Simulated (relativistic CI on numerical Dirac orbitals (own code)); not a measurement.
**What each ingredient does to the levels of Pb⁵⁷⁺**

Base calculation: Dirac-Coulomb-Breit CI, orbitals from a KLI potential per configuration, a model potential for QED, unscaled Slater integrals.

Configuration list (outside the closed core [Ne]): 3s²3p⁶3d⁷, 3s²3p⁵3d⁸, 3s²3p⁴3d⁹, 3s3p⁶3d⁸, 3p⁶3d⁹, 3s3p⁵3d⁹, 3s²3p⁶3d⁶4s, 3s²3p⁶3d⁶4p, 3s²3p⁴3d⁸4s, 3s²3p⁶3d⁶4d, 3s²3p⁴3d⁸4p, 3s²3p⁵3d⁷4s, 3s²3p⁶3d⁶4f, 3s²3p⁴3d⁸4d, 3s3p⁵3d⁸4s, 3s²3p⁵3d⁷4p, 3s3p⁵3d⁸4p, 3s²3p⁵3d⁷4d, 3s²3p⁶3d⁵4s², 3s3p⁵3d⁸4d, 3s3p⁶3d⁷4s, 3p⁶3d⁸4s, 3s²3p⁶3d⁵4s4p, 3s²3p⁵3d⁷4f, 3s²3p⁶3d⁶5s, 3p⁶3d⁸4p, 3s3p⁶3d⁷4p, 3s²3p⁶3d⁵4p², 3s²3p⁶3d⁶5p, 3s²3p⁵3d⁶4s², 3p⁶3d⁸4d, 3s²3p⁶3d⁶5d, 3s²3p⁶3d⁶5f, 3s3p⁶3d⁶4s², 3s²3p⁵3d⁷5s, 3s²3p⁶3d⁶6s. Levels of other configurations are missing.

The lowest level and the first level of each name with at least 55 % of one term (blank where a level has no safe partner in the second run):

```csv
Level,Base (eV),Shift (eV)
3s²3p⁶3d⁷ ⁴F9/2,0.00,0.00
3s²3p⁶3d⁷ ⁴F7/2,109.14,+1.49
3s²3p⁶3d⁷ ⁴P5/2,123.60,+0.97
3s²3p⁶3d⁷ ²H11/2,125.99,+3.78
3s²3p⁶3d⁷ ²F7/2,134.83,+2.14
3s²3p⁶3d⁷ ²F5/2,139.60,+1.27
3s²3p⁶3d⁷ ²D3/2,161.28,+0.22
3s²3p⁶3d⁷ ⁴F5/2,226.30,+3.18
3s²3p⁶3d⁷ ²H9/2,236.18,+5.25
3s²3p⁵3d⁸ ⁴G°11/2,503.82,+4.55
3s²3p⁵3d⁸ ²D°5/2,517.41,+3.08
3s²3p⁵3d⁸ ⁴F°9/2,525.94,+4.11
3s²3p⁵3d⁸ ²P°3/2,556.48,+1.82
3s²3p⁵3d⁸ ⁴G°9/2,622.51,+6.27
3s²3p⁵3d⁸ ²H°11/2,646.71,+7.51
3s²3p⁵3d⁸ ²G°9/2,668.48,+7.07
3s²3p⁵3d⁸ ²F°5/2,683.14,
3s²3p⁵3d⁸ ⁴D°1/2,766.41,+7.34
3s²3p⁴3d⁹ ⁴F9/2,1049.97,+7.83
3s²3p⁴3d⁹ ²P1/2,1060.18,+6.77
3s²3p⁴3d⁹ ²D5/2,1082.90,+6.43
```

At this charge energies of transitions that change n are usually good to better than 1 %, and those within a shell (Δn = 0) to a few per cent.

Task: One thing was changed in a second run, which moved the levels as shown. Which?
A. QED terms removed
B. Breit term removed
C. configuration mixing switched off

Result: B. Breit term removed. The Breit term mainly narrows fine-structure intervals, so removing it widens them.

LS names give the leading component of a level, which can be under half, so a name can repeat, a term be missing and a line seem to break the LS rules.
